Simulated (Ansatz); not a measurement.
Two isomers of CH8BNSi2: A = `[SiH3]C1BN[SiH2]1`, B = `C[SiH]1[SiH2]B1N`.

Gas-phase electronic energies from Ansatz, PBE0-D4/def2-TZVP geometries. CCSD(T)/CBS is the MP2 limit (def2-TZVPP, def2-QZVPP) plus CCSD(T) − MP2 in def2-TZVPP, frozen cores. Functionals use def2-TZVPP. B3LYP here is the variant with VWN-RPA as its local correlation; programs differ in this. Each species was taken in one conformer, which may not be the lowest.

Problem. Which is lower in electronic energy at CCSD(T)/CBS, and by how much? (Best estimate.)

Solution. The calculation gave: A, by 182.7 kJ/mol.

Problem. Give E(B) − E(A) in kJ/mol with CCSD(T)/def2-TZVPP, PBE-D4, B3LYP, B3LYP-D4, CCSD/def2-TZVPP, PBE0-D4, r2SCAN-D4. (Estimate.)

Solution. Computed: CCSD(T)/def2-TZVPP 180.5, PBE-D4 134.2, B3LYP 164.5, B3LYP-D4 171.4, CCSD/def2-TZVPP 187.4, PBE0-D4 154.7, r2SCAN-D4 159.3. None reverses the order clearly.

Largest T1 diagnostic: 0.015.

In def2-TZVPP, CCSD(T) changes the Hartree–Fock value by −38.8 kJ/mol (the triples alone add −6.9 kJ/mol) and MP2 by −21.5 kJ/mol. From PBE to PBE0 (25 % exact exchange), in def2-TZVPP and without D4, E(B) − E(A) moves by +21.4 kJ/mol.
